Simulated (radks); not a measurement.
The silicon ion Si4+, 10 electrons, occupied as [Ne].

All-electron calculation, Dirac Kohn-Sham, PBE, spin-unpolarised, spherical densities, point nucleus. Program: a radial shooting solver on a logarithmic mesh with Libxc functionals.

Energy parts (eV):
part                      energy
total                  -7784.016
kinetic                 7808.774
electron-nucleus      -18042.920
Hartree                 2980.236
exchange-correlation    -530.106

Orbitals (lengths in bohr, moments of r in powers of bohr; r(max) is where P^2 peaks):
orbital  occ.  eigenvalue (eV)   r(max)     <r>
1s1/2       2        -1840.927  0.07260  0.1113
2s1/2       2        -192.3661   0.4534  0.5641
2p1/2       2        -148.9799   0.3852  0.5297
2p3/2       4        -148.3212   0.3868  0.5319

The highest occupied level is 2p3/2 at -148.32 eV. For comparison, the ionisation energy in NIST's Atomic Spectra Database is 166.77 eV (measured). In exact Kohn-Sham theory the highest level is minus the ionisation energy, but local and semilocal functionals leave it too shallow, through self-interaction and a potential that decays too fast; potentials with the right tail come closer. Summed over all electrons, <r^2> = 2.919 bohr^2, which gives a Langevin (diamagnetic) susceptibility term of -2.31 x 10^-6 cm^3/mol. The density falls to 0.001 e/bohr^3 at r = 1.79 bohr.
